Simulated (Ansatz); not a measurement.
## Nudged elastic band run: CH₆AlNSi

The input (input.yaml):

```yaml
crystal:
  periodic: [false, false, false]
  atoms:
    - { symbol: C, position_ang: [-0.343074, 2.103059, 0.989445] }
    - { symbol: Si, position_ang: [0.403791, 0.796115, 0.249685] }
    - { symbol: "N", position_ang: [-0.402215, -0.667795, -0.203755] }
    - { symbol: Al, position_ang: [0.220829, -2.117634, -0.963554] }
    - { symbol: H, position_ang: [0.206664, 3.003968, 1.254911] }
    - { symbol: H, position_ang: [-1.401936, 2.123722, 1.240428] }
    - { symbol: H, position_ang: [1.806201, 0.759941, -0.083233] }
    - { symbol: H, position_ang: [-1.417291, -0.640907, 0.032847] }
    - { symbol: H, position_ang: [-0.753423, -3.224276, -1.224138] }
    - { symbol: H, position_ang: [1.680474, -2.136203, -1.292647] }
basis:
  gaussian: { orbitals: STO-3G }
hamiltonian:
  xc: b3lyp
neb:
  order_check: false
  images: 7
  f_tol: 0.05
  max_iterations: 46
  initial_path: idpp
  final_atoms:
    - { symbol: C, position_ang: [-0.34295379, 2.10338401, 0.98944102] }
    - { symbol: Si, position_ang: [0.40371545, 0.79615783, 0.2499287] }
    - { symbol: "N", position_ang: [-0.4022101, -0.66787797, -0.20280479] }
    - { symbol: Al, position_ang: [0.22074146, -2.1173735, -0.96341541] }
    - { symbol: H, position_ang: [0.20646116, 3.00414861, 1.25581746] }
    - { symbol: H, position_ang: [-1.40206779, 2.12424945, 1.23922639] }
    - { symbol: H, position_ang: [1.80608823, 0.75936959, -0.08418581] }
    - { symbol: H, position_ang: [-1.41730448, -0.64177278, 0.03361378] }
    - { symbol: H, position_ang: [1.68024518, -2.13570728, -1.2933559] }
    - { symbol: H, position_ang: [-0.75269533, -3.22458796, -1.22427644] }
```

Command:

```bash
$ ansatz run input.yaml --threads 1 --pin off --max-ram 2048MiB --backend cpu --events-out ev --progress --plain --runs-dir out
```

Output, in part (warnings, iteration lines, the closing report on the highest movable image, with atoms numbered from 0):

```
NEB end point (image 0): max|allowed force component| = 8.828e-3 eV/Å (the criterion of neb.relax_end_points is 1.000e-2)
NEB end point (image 8): max|allowed force component| = 3.571e-3 eV/Å (the criterion of neb.relax_end_points is 1.000e-2)
NEB iter   1: max|band force component| = 1.252e0 eV/Å  barrier→ = 0.6662 eV  barrier← = 0.6662 eV  Δτ_max = 0.1974 Å  (198 SCF iters)
NEB iter   2: max|band force component| = 5.034e-1 eV/Å  barrier→ = 0.6042 eV  barrier← = 0.6042 eV  Δτ_max = 0.1257 Å  (171 SCF iters)
NEB iter   3: max|band force component| = 1.861e-1 eV/Å  barrier→ = 0.5990 eV  barrier← = 0.5990 eV  CI = image 4  Δτ_max = 0.0358 Å  (171 SCF iters)
NEB iter   4: max|band force component| = 1.775e-1 eV/Å  barrier→ = 0.5934 eV  barrier← = 0.5934 eV  CI = image 4  Δτ_max = 0.0209 Å  (174 SCF iters)
NEB iter   5: max|band force component| = 8.244e-2 eV/Å  barrier→ = 0.5924 eV  barrier← = 0.5924 eV  CI = image 4  Δτ_max = 0.0350 Å  (157 SCF iters)
NEB iter   6: max|band force component| = 8.516e-2 eV/Å  barrier→ = 0.5912 eV  barrier← = 0.5912 eV  CI = image 4  Δτ_max = 0.0175 Å  (165 SCF iters)
NEB iter   7: max|band force component| = 8.310e-2 eV/Å  barrier→ = 0.5908 eV  barrier← = 0.5908 eV  CI = image 4  Δτ_max = 0.0175 Å  (171 SCF iters)
NEB iter   8: max|band force component| = 4.776e-2 eV/Å  barrier→ = 0.5906 eV  barrier← = 0.5907 eV  CI = image 4  Δτ_max = 0.0175 Å  (176 SCF iters)
NEB iter   9: max|band force component| = 5.053e-2 eV/Å  barrier→ = 0.5903 eV  barrier← = 0.5903 eV  CI = image 4  Δτ_max = 0.0175 Å  (26 SCF iters)
NEB iter  10: max|band force component| = 4.017e-2 eV/Å  barrier→ = 0.5902 eV  barrier← = 0.5902 eV  CI = image 4  Δτ_max = 0.0000 Å  (338 SCF iters)
Total energy: -16894.72046153 eV, -620.8695253082 hartree
Atom 0 at    -0.406614     2.227842     0.717358 Å, force    -0.003744     0.001863    -0.004574 eV/Å
Atom 1 at     0.205328     0.891410    -0.093329 Å, force     0.006585     0.002949     0.000078 eV/Å
Atom 2 at    -0.268026    -0.739266     0.147549 Å, force    -0.005123    -0.003346     0.000965 eV/Å
Atom 3 at     0.328609    -2.231155    -0.625542 Å, force     0.000956    -0.006010    -0.002811 eV/Å
Atom 4 at    -0.053122     3.234226     0.505561 Å, force    -0.000575    -0.000949     0.001581 eV/Å
Atom 5 at    -1.181584     2.163338     1.477537 Å, force     0.000536    -0.002802     0.000780 eV/Å
Atom 6 at     1.234986     0.976340    -1.101212 Å, force     0.000991     0.001192     0.000712 eV/Å
Atom 7 at    -1.014906    -0.838992     0.864970 Å, force     0.000039     0.005753     0.004083 eV/Å
Atom 8 at    -0.331774    -2.722200    -1.879972 Å, force     0.000206     0.000712     0.000446 eV/Å
Atom 9 at     1.487123    -2.961554    -0.012930 Å, force     0.000129     0.000636    -0.001260 eV/Å
Dipole moment:     0.017971    -0.515388    -0.094622 e Å
```

The forces met the threshold. The band force fell under the threshold earlier too, but the program's further tests of the path sent the band on. A vibrational analysis at the climbing image gives one clearly imaginary mode, 460i cm⁻¹: a first-order saddle point. Limits of this set-up: minimal basis.

Final band (atoms are numbered from 1 in the order of the input):

```tsv
image	path coordinate (Å)	energy (kJ/mol)	dihedral Si2–N3–Al4–H10 (°)
0	0.00	0.0	0
1	0.65	4.5	18
2	1.29	19.8	43
3	1.94	42.7	69
4	2.59	56.9	89
5	3.24	43.0	110
6	3.88	20.2	135
7	4.53	4.7	161
8	5.17	0.0	180
```

The run took 5.6 min on 1 CPU thread of a shared host.
